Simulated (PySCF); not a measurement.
Assignment exercise: C₄H₁₂N₂Si

Bonds (- single, = double, # triple, : aromatic): C1=C2, C2-N3, N3-C4, N3-N5, N5-C6, N5-Si7. C1 carries H8, H9; C2 carries H10; C4 carries H11, H12, H13; C6 carries H14, H15, H16; Si7 carries H17, H18, H19. H8 is cis to N3; H9 is trans to N3.

PySCF 2.14.0 with density-fitted response routines calculation with GFN2-xTB structure and σ from GIAO-PBE0/pcSseg-1; no solvent model, one averaged value for each set of equivalent atoms, single conformer, no relativistic terms.

References, each an isolated molecule treated in the same way: $^{13}$C (σ = 186.93 ppm), $^{1}$H (σ = 31.72 ppm) vs TMS.

Q: Assign these signals to the numbered atoms. $^{13}$C{$^{1}$H} NMR (computed): δ 150.4, 85.3, 36.0, 35.8.

A: 
150.4 → C2, alkene carbon bearing nitrogen: an sp2 carbon further deshielded by the attached heteroatom
85.3 → C1, β carbon of an enol-ether or enamine type C=C: the O or N lone pair pushes π density onto this β carbon and shields it
36.0 → C6, methyl carbon bonded to N: pulled downfield by the heteroatom
35.8 → C4, methyl carbon bonded to N

C6 and C4 lie closer than the usual error of such a calculation, so a measured spectrum could show them in the other order.

Q: Assign these signals to the numbered atoms. $^{1}$H NMR (400 MHz, computed): δ 6.46 (m, 1H), 4.73 (s, 3H), 3.93 (m, 1H), 3.58 (m, 1H), 2.82 (s, 3H), 2.70 (s, 3H).

A: 
```tsv
δ (ppm)	atoms	environment	reason
6.46	H10	hydrogen on an alkene carbon bearing nitrogen	attached to an sp2 carbon and in the plane of the double bond
4.73	H17/H18/H19	hydrogen on a silicon bonded to N	–
3.93	H9	hydrogen on a β carbon of an enol-ether or enamine type C=C	lone-pair donation from O or N shields it, upfield of ordinary alkene protons
3.58	H8	hydrogen on a β carbon of an enol-ether or enamine type C=C	–
2.82	H11/H12/H13	hydrogen on a methyl carbon bonded to N	its carbon carries N, hence the downfield position
2.70	H14/H15/H16	hydrogen on a methyl carbon bonded to N	–
```

Shifts are as computed. Against solution values, carbons near 30 ppm lie about +3 ppm off and those near 130 ppm about +5 ppm. Of 1211 compounds with measured shifts, 218 miss one by over three times the rms of a fit or turn the order of signals round; such compounds aren't used in these exercises. No couplings were computed; multiplicities are counted from neighbouring protons, with m where these are inequivalent, close in shift, in a saturated or five-membered ring or joined by F or P, and br s for small geminal =CH2 splittings.
